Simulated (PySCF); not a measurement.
# Electron correlation in Rh²⁺ (rhodium, charge +2)

[Kr] 4d7, high-spin 4F determinant. Calculation: PySCF 2.14, in aug-cc-pVTZ-PP with ECP28MDF; scalar relativity through the core potential. Frozen: 4s2 4p6; 7 electrons correlated.

```csv
level,correlation energy (mhartree)
CCSD,-160.78
(T),-3.82
CCSD(T),-164.60
```

Diagnostics: T1 = 0.0014, D1 = 0.0024, largest double amplitude 0.020.

**Question.** Is a single reference adequate?

**Answer.** Yes, within this model without spin-orbit coupling: T1 lies below 0.03 and no double amplitude reaches 0.07.
